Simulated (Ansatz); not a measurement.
Series Mo(N)X3: r2SCAN-D4/def2-TZVPD single points in Ansatz on relaxed structures, gas phase. Core potentials for Mo, no spin–orbit coupling. A negative affinity means that the extra electron isn't bound at that geometry and level; within about 0.2 eV of zero the sign isn't settled. Binding counts from free atoms in the multiplicity of their measured ground term, without zero-point energy. Names give formal oxidation states. The structures are stationary points that may keep the symmetry of their start. Remarks come from the PBE and PBE0 runs and from stability tests at other levels; not every state was tested. A HOMO above zero means that the electron is unbound at that level and held by the basis, or that self-interaction error raises the level; the energy of removing that electron tells which. HOMO above LUMO (over both spins in singlets and doublets, within one spin in higher multiplets; at PBE or PBE0), or a gap under 0.15 eV within one spin, warns that the state may not be the lowest or that an electron is smeared out.

```csv
species,atoms,state,geometry,HOMO (eV),LUMO (eV),gap (eV),vertical EA (eV),binding per atom (eV),point group (within 0.1 Å),remarks
MoNCl3,5,singlet,B3LYP-D4/def2-SVP,-8.30,-4.90,3.41,2.34,3.53,C3v,"restricted SCF unstable in HF, HOMO above zero (-1 doublet)"
MoNF3,5,singlet,PBE-D4/def2-SVP,-8.69,-4.17,4.52,0.90,4.31,C3v,"restricted SCF unstable in HF, HOMO above zero (-1 doublet)"
MoN(OH)3 (MoNO3H3),8,singlet,B3LYP-D4/def2-SVP,-7.37,-2.36,5.00,-0.44,4.12,C3v,"restricted SCF unstable in HF, HOMO above zero (-1 doublet), gap within one spin near zero at PBE or PBE0 (-1 doublet)"
MoN(NH2)3 (MoN4H6),11,singlet,PBE-D4/def2-SVP,-5.91,-1.61,4.30,-0.62,3.66,C3v,"restricted SCF unstable in HF, HOMO above zero (-1 doublet), gap within one spin near zero at PBE or PBE0 (-1 doublet)"
```

The gap (eV) runs from 3.41 (MoNCl3) to 5.00 (MoN(OH)3). The vertical EA (eV) runs from -0.62 (MoN(NH2)3) to 2.34 (MoNCl3).
